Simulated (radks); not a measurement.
Q: The mean radii <r> (bohr) of the occupied orbitals of an atom or ion are listed with their occupations. Method: scalar-relativistic Kohn-Sham, LB94 model potential, spin-polarised, spherical densities, finite nucleus; Fermi nuclear charge, rms radius of each element as measured or else 0.836 A^(1/3) + 0.57 fm; computed with a radial shooting solver on a logarithmic mesh with Libxc functionals.

orbital  occ.      <r>
1s down     1  0.01713
1s up       1  0.01713
2s up       1  0.07225
2s down     1  0.07224
2p up       3  0.06510
2p down     3  0.06510
3s up       1   0.1868
3s down     1   0.1868
3p up       3   0.1878
3p down     3   0.1878
3d up       5   0.1700
3d down     5   0.1700
4s up       1   0.4155
4s down     1   0.4156
4p up       3   0.4423
4p down     3   0.4425
4d up       5   0.4680
4d down     5   0.4684
5s down     1   0.9382
5s up       1   0.9415
4f up       7   0.5114
4f down     7   0.5120
5p up       3    1.083
5p down     3    1.076
5d up       5    1.430
5d down     1    1.416

Name the element and its charge. Open shells, if any, are filled with parallel spins first.

A: Z = 78, platinum, charge +4: Pt4+ in [Xe] 4f14 5d6. The 1s radius gives Z: for a bare nucleus <r> = (2 gamma + 1)/(2Z) with gamma = sqrt(1 - (Z/c)^2), 0.01695 bohr for Z = 78, and screening makes it slightly larger (0.01713 here). The occupations add up to 74, and the charge is Z minus that.
